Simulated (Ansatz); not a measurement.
`[CH3][Al-]([CH3])([OH])[SH2+]` at its PBE0-D4/def2-TZVP geometry, where that method's forces vanish. The species carries charge 0 and has multiplicity 1.

```xyz
14

C    -0.2468   -1.9891   -0.1387
Al    0.4454   -0.1668    0.0896
C    -0.1750    1.0033    1.5340
O     2.0081    0.2264   -0.5299
S    -0.7337    1.0362   -1.9240
H     0.1692   -2.6643    0.6176
H    -1.3355   -2.0301   -0.0270
H    -0.0022   -2.4162   -1.1164
H     0.1533    2.0385    1.3981
H     0.2269    0.6711    2.4976
H    -1.2654    1.0071    1.6349
H     2.5289   -0.4152   -1.0091
H     0.0266    2.1242   -1.7188
H    -1.7997    1.5750   -1.3080
```

(1) What forces (eV/Å) does r2SCAN-D4/def2-TZVPP give on these atoms in Ansatz 0.2.0? (Best estimate.)

Results:

(1) Computed: 
```
C1   0.019  0.043  0.019
Al2 -0.046  0.000 -0.009
C3   0.027 -0.037 -0.029
O4   0.009  0.015  0.014
S5   0.004 -0.028 -0.027
H6  -0.021 -0.012 -0.021
H7   0.013 -0.025 -0.004
H8  -0.012 -0.013  0.019
H9  -0.015 -0.006  0.020
H10 -0.017  0.026  0.003
H11  0.017  0.015  0.016
H12  0.035 -0.012 -0.020
H13 -0.013  0.012  0.015
H14  0.000  0.023  0.004
```
